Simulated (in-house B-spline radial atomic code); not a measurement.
Orbital energies and mean radii along the 43-electron series, configuration 1s2 2s2 2p6 3s2 3p6 3d10 4s2 4p6 4d3/2(4) 4d5/2(3). The effective charge is n√(-2ε), a non-relativistic measure. Computed with an all-electron radial atomic-structure program (B-spline basis): Dirac-Hartree-Fock, jj configuration that fills j = l - 1/2 first, finite nuclei.

```tsv
ion	Z	energy of 4p3/2 (Eh)	mean radius of 4p3/2 (bohr)	energy of 4d5/2 (Eh)	mean radius of 4d5/2 (bohr)	effective charge of 4p3/2
Ru+	44	-2.3525	1.1456	-0.64076	1.6332	8.6764
Rh2+	45	?	?	?	?	?
Pd3+	46	?	?	?	?	?
Ag4+	47	-4.6594	0.98866	-2.4878	1.2019	12.211
Cd5+	48	-5.597	0.94454	-3.2669	1.1173	13.383
In6+	49	-6.6099	0.90415	-4.1201	1.0464	14.544
Sn7+	50	?	?	?	?	?
Sb8+	51	-8.8518	0.83302	-6.0401	0.93309	16.83
Te9+	52	-10.078	0.80158	-7.104	0.88658	17.958
I10+	53	-11.373	0.77249	-8.236	0.84514	19.077
```

Fill in the row of Rh2+.

energy of 4p3/2 (Eh): -3.0276; mean radius of 4p3/2 (bohr): 1.0893; energy of 4d5/2 (Eh): -1.1673; mean radius of 4d5/2 (bohr): 1.442; effective charge of 4p3/2: 9.843.

Fill in the row of Pd3+.

energy of 4p3/2 (Eh): -3.8007; mean radius of 4p3/2 (bohr): 1.0369; energy of 4d5/2 (Eh): -1.7862; mean radius of 4d5/2 (bohr): 1.3065; effective charge of 4p3/2: 11.028.

Fill in the row of Sn7+.

energy of 4p3/2 (Eh): -7.6953; mean radius of 4p3/2 (bohr): 0.8671; energy of 4d5/2 (Eh): -5.045; mean radius of 4d5/2 (bohr): 0.98583; effective charge of 4p3/2: 15.692.

How does the screening of 4p3/2 change?

Z less the effective charge goes from 35.32 at Z = 44 to 33.92 at Z = 53.
